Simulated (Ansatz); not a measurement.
Clusters of 6 atoms, chalcogenide: PBE0-D4/def2-SVP single points in Ansatz on relaxed structures, gas phase. Each cluster is the lowest isomer that a short search found in that spin, judged at the geometry's level, and lower ones may exist. Core potentials for Te, Zr, no spin–orbit coupling. HOMO and LUMO are taken over both spins. Singlets are spin-restricted. Levels of anions in sets without diffuse functions are rough. The structures are stationary points that may keep the symmetry of their start. Remarks come from the PBE and PBE0 runs and from stability tests at other levels; not every state was tested.

```tsv
species	atoms	state	geometry	HOMO (eV)	LUMO (eV)	gap (eV)	point group (within 0.1 Å)	remarks
Li4S2	6	singlet	PBE0-D4/def2-TZVP	-4.44	-1.49	2.95	–	–
Zr2Se4	6	singlet	PBE-D4/def2-SVP	-6.50	-4.26	2.24	C3v	–
Cu4Te2⁺	6	doublet	PBE-D4/def2-SVP	-10.09	-8.13	1.97	D4h	–
Li4S2⁺	6	doublet	PBE-D4/def2-TZVP	-8.73	-7.27	1.46	D2h	–
Zr2Se4⁺	6	doublet	r2SCAN-D4/def2-SVP	-10.62	-9.11	1.51	Cs	–
Ga2Se4⁻	6	doublet	PBE-D4/def2-SVPD	-2.07	-1.26	0.81	D2h	–
Al2Te4⁻	6	doublet	PBE-D4/def2-SVPD	-2.14	-1.30	0.83	D2h	–
V2S4	6	singlet	PBE0-D4/def2-SVP	-5.94	-2.39	3.55	Cs	restricted SCF unstable in HF
```

The gap (eV) runs from 0.81 (Ga2Se4⁻) to 3.55 (V2S4).
